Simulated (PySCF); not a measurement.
These are B3LYP-D3(BJ)/def2-TZVP // PBE0-D4/def2-TZVP (PySCF 2.14.0) values and carry that method's errors. Gas-phase values, no solvent. One relaxed conformer stands for a flexible species; it need not be the lowest. B3LYP has the VWN-RPA correlation part, as in Gaussian. Delta-SCF ions had no search for a lower state. Excitations are Tamm–Dancoff values on a coarser integration grid. The basis has no diffuse functions, so Rydberg states are missing or too high.

Reference species (SMILES): `[CH3][In]([CH3])[CH3]` (neutral, multiplicity 1).

| Quantity | Value |
|---|---|
| vertical ionisation energy (Delta-SCF) | 8.86 eV |
| T1 excitation (TDA) | 4.33 eV |

Changed species: `[CH3][In]([CH3])[SH]` (C–In–S–H torsion 0°) (1 of 3 CH3 replaced by SH; the reference has 0 of 3 CH3 replaced by SH).

Task: What does the change do to the vertical ionisation energy (Delta-SCF) and T1 excitation (TDA)?

Result: the vertical ionisation energy (Delta-SCF) rises by 0.21 eV, to 9.07 eV; the T1 excitation (TDA) falls by 0.04 eV, to 4.29 eV.
